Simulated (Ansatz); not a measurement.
FH5InNSi (`N[SiH2][InH][F]`). The species carries charge 0 and has multiplicity 1. In takes the def2 core potential.

Z-matrix (Å, degrees):
```
Si
In 1 2.553
N 1 1.709 2 99.4
H 1 1.495 2 110.5 3 122.5
H 1 1.490 2 112.9 3 -119.5
F 2 1.991 1 98.0 3 -11.3
H 2 1.711 1 152.5 3 168.8
H 3 1.009 1 118.9 2 16.2
H 3 1.006 1 124.2 2 173.5
```

Problem. List the harmonic frequencies (cm⁻¹, unscaled) at PBE0-D4/def2-TZVP in Ansatz. (Best estimate.)

Solution. The calculation gave: 40, 89, 175, 236, 305, 349, 376, 475, 495, 540, 720, 735, 876, 910, 986, 1577, 1846, 2165, 2197, 3586, 3697.

Problem. Is this a minimum?

Solution. Yes, all 21 modes are real.

Problem. Give the ideal-gas thermochemistry at 298.15 K and 1 bar (rigid rotor, harmonic oscillator; point group C1, symmetry number 1).

Solution. Zero-point energy 133.8 kJ/mol; H(298) − E = 156.5 kJ/mol; entropy 371.4 J/(mol·K), of which translation 173.7, rotation 115.5, vibration 82.2; G(298) − E = 45.8 kJ/mol. Modes under 100 cm⁻¹ are hindered rotations or soft bends, so the harmonic entropy is rough.
